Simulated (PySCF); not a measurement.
# Two-component Hartree-Fock for Pb(3+) (lead, charge +3)

Start: [Xe] 4f14 5d10 6s1; 6s1/2 filled at m_j = +1/2. Calculated with PySCF 2.14 in x2c-SVPall-2c with one added diffuse shell each of s, p type (8s12p7d2f, 93 functions): generalised Hartree-Fock with the X2C-1e Hamiltonian and a Gaussian nucleus; one run each with spin-orbit coupling (SO) switched off, then screened by Boettger's factors. This is a chosen level, not necessarily the ground level.

```
spinor shell  electrons  ε, spin-free (eV)  ε, screened SO (eV)  weight of nominal j (screened SO)  rms radius, screened SO (bohr)
       1s1/2          2           -88532.4             -88493.4                              1.000                          0.0181
       2s1/2          2           -16018.4             -16005.9                              1.000                          0.0730
       2p1/2          2           -13764.9             -15349.4                              1.000                          0.0617
       2p3/2          4           -13764.9             -13154.2                              1.000                          0.0700
       3s1/2          2            -3940.9              -3936.6                              1.000                           0.186
       3p1/2          2            -3284.9              -3641.1                              1.000                           0.178
       3p3/2          4            -3284.9              -3144.3                              1.000                           0.195
       3d3/2          4            -2602.2              -2662.6                              1.000                           0.171
       3d5/2          6            -2602.2              -2558.0                              1.000                           0.175
       4s1/2          2            -954.42              -953.05                              1.000                           0.408
       4p1/2          2            -735.75              -823.75                              1.000                           0.412
       4p3/2          4            -735.75              -700.65                              1.000                           0.446
       4d3/2          4            -476.24              -489.17                              1.000                           0.459
       4d5/2          6            -476.24              -466.32                              1.000                           0.464
       5s1/2          2            -195.99              -195.77                              1.000                           0.916
       4f5/2          6            -188.32              -190.44                              1.000                           0.495
       4f7/2          8            -188.32              -185.55                              1.000                           0.496
       5p1/2          2            -132.99              -149.51                              1.000                           0.981
       5p3/2          4            -132.99              -126.53                              1.000                            1.07
       5d3/2          4            -57.770              -59.246                              0.993                            1.35
       5d5/2          6            -57.770              -56.640                              0.995                            1.37
       6s1/2          1            -40.884              -40.904                              1.000                            2.27
```

```tsv
quantity	spin-free	screened SO
E (hartree)	-20862.64049	-20900.32304
M_J	1/2	1/2
⟨J²⟩	0.751	0.751
⟨L²⟩	0.000	0.188
⟨S²⟩	0.751	0.939
```

Each row is a mean over spinors that exchange with the open shell spreads, by up to 0.543 eV (5s1/2).

Breit and QED terms are absent; they matter most for the inner s and p1/2 levels.

Densities and radii are taken from the X2C orbitals without a picture-change correction, which distorts them close to the nucleus.

Without spin-orbit coupling the j labels of p, d and f shells carry no meaning; the spin-free column gives the mean over the occupied spinors of each nl shell.
